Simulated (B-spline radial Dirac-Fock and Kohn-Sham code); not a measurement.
Relativistic shifts of the levels of In³⁺

System: In³⁺ in the configuration [Kr] 4d10.

Both columns are ΔSCF binding energies of the configuration average from a radial finite-basis atomic code: non-relativistic Hartree-Fock with a point nucleus, and Dirac-Fock with a finite nucleus and the Coulomb interaction alone, averaged over the two j levels with weights 2j+1.

```tsv
shell	Hartree-Fock (eV)	Dirac-Fock (eV)	shift (eV)	shift (%)
1s	27120.2	28069.2	+949.03	+3.50
2s	4061.9	4293.4	+231.53	+5.70
2p	3780.7	3847.5	+66.75	+1.77
3s	821.8	870.2	+48.49	+5.90
3p	705.8	720.7	+14.93	+2.12
3d	492.7	486.4	-6.31	-1.28
4s	160.7	170.1	+9.42	+5.86
4p	121.3	123.9	+2.59	+2.13
4d	55.47	54.69	-0.78	-1.41
```

Relativity binds 1s, 2s, 2p, 3s, 3p, 4s, 4p more strongly, among those listed most of all 3s in relative terms, and 3d, 4d more weakly, because the contracted s and p shells screen the nucleus better.

Values without a named source are computed, but for edge energies of neutral atoms, which are taken from tables.
